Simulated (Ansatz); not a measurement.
Stretching the Pb1–H2 bond in H2OPb (SMILES [OH][PbH]) (multiplicity 1 held, fragments rigid). Energies count from the point at 1.879 Å.
Geometry at that point (charge 0, multiplicity 1):
```xyz
4

Pb    -0.12012    -0.10155     0.14051
H     -1.48640     0.02135    -1.14319
O      1.29889     0.89352    -1.05799
H      0.94497     1.15771    -1.91447
```

Signs of static correlation in def2-SVP, with CASSCF(2,2), from Ansatz (a program for electronic structure) runs.

```csv
R (Å),T1 of restricted CCSD,⟨S²⟩ of UHF,largest double amplitude of restricted CCSD,weight of the CASSCF reference in MRCISD,CASSCF natural occupations
1.503,0.025,0.000,0.060,0.918,1.98 0.02
1.691,0.025,0.000,0.057,0.919,1.97 0.03
1.879,0.026,0.000,0.076,0.919,1.96 0.04
2.067,0.026,0.000,0.088,0.919,1.95 0.05
2.255,0.027,0.000,0.090,0.919,1.93 0.07
2.536,0.031,0.294,0.181,0.919,1.88 0.12
2.818,0.037,0.632,0.249,0.919,1.82 0.18
3.288,0.056,0.880,0.388,0.919,1.65 0.35
3.758,0.083,0.965,[?],0.919,1.44 0.56
4.321,[?],0.997,0.805,0.919,1.24 0.76
5.073,0.133,1.007,1.017,0.919,1.10 0.90
6.012,0.140,1.008,1.124,0.919,1.03 0.97
```

Some entries are withheld; supply them.


- 3.758, largest double amplitude of restricted CCSD: 0.573
- 4.321, T1 of restricted CCSD: 0.112

Doubts at one or more of the structures used: a restricted determinant that unrestricted orbitals would lower (R-CCSD(T)/def2-SVP); T1 above 0.05 (R-CCSD(T)/def2-SVP, U-CCSD(T)/def2-SVP); other coupled-cluster roots lie near (R-CCSD(T)/def2-SVP); a spin-contaminated determinant (U-CCSD(T)/def2-SVP).
